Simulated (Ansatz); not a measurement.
Li₂₀H₂₀ (started as a model of: 2x4x5 LiH rock-salt block). Charge 0, multiplicity 3. Geometry PBE-D4/def2-SVP, that of the neutral singlet; atoms count from 1.

```xyz
40

Li   -4.6741   -0.1049    0.2401
H    -3.3021   -0.5164    1.3787
Li   -1.7155   -1.0318    2.2539
H    -0.2095   -1.4477    3.3064
Li    1.4007   -1.9341    4.0266
H    -3.8382    1.1662   -0.7778
Li   -2.2227    0.6676    0.2248
H    -0.6888    0.1922    1.1978
Li    0.8650   -0.2619    2.1495
H     2.4815   -0.7364    3.1616
Li   -2.7541    2.2284   -1.8938
H    -1.1928    1.7809   -0.9139
Li    0.3674    1.3273    0.0515
H     1.9151    0.8454    1.0235
Li    3.4727    0.3540    1.9877
H    -1.7189    3.3564   -2.9758
Li   -0.1594    2.9173   -2.0319
H     1.4279    2.5289   -1.0693
Li    2.9561    1.9796   -0.0898
H     4.4794    1.4907    0.8879
H    -4.4786   -1.4917   -0.8881
Li   -2.9557   -1.9793    0.0905
H    -1.4282   -2.5279    1.0702
Li    0.1588   -2.9170    2.0317
H     1.7184   -3.3574    2.9742
Li   -3.4720   -0.3550   -1.9880
H    -1.9147   -0.8451   -1.0227
Li   -0.3676   -1.3260   -0.0505
H     1.1922   -1.7804    0.9139
Li    2.7536   -2.2292    1.8924
H    -2.4806    0.7350   -3.1620
Li   -0.8646    0.2622   -2.1486
H     0.6885   -0.1909   -1.1967
Li    2.2221   -0.6669   -0.2246
H     3.8377   -1.1668    0.7765
Li   -1.3999    1.9326   -4.0272
H     0.2100    1.4478   -3.3058
Li    1.7154    1.0327   -2.2531
H     3.3017    0.5171   -1.3787
Li    4.6738    0.1044   -0.2411
```

At PBE0-D4/def2-TZVP a singlet of charge 0 lies 4.12 eV below the triplet at the same geometry.

Estimate the Mulliken populations of the heavy atoms from the PBE0/def2-TZVP orbitals of Ansatz.


```csv
atom,charge (e),spin (α − β)
Li1,0.59,0.01
Li3,0.67,0.03
Li5,0.59,0.01
Li7,0.36,0.09
Li9,0.36,0.09
Li11,0.59,0.02
Li13,0.32,0.15
Li15,0.59,0.02
Li17,0.57,0.00
Li19,0.57,0.00
Li22,0.57,0.00
Li24,0.57,0.00
Li26,0.59,0.02
Li28,0.32,0.15
Li30,0.59,0.02
Li32,0.36,0.09
Li34,0.36,0.09
Li36,0.59,0.01
Li38,0.67,0.03
Li40,0.59,0.01
```
Mulliken values depend strongly on the basis.

Where does the spin sit?

Summed by element: Li 0.85, H 1.15, of 2 unpaired in all. Largest on single atoms: Li13 0.15, Li28 0.15, H33 0.11.
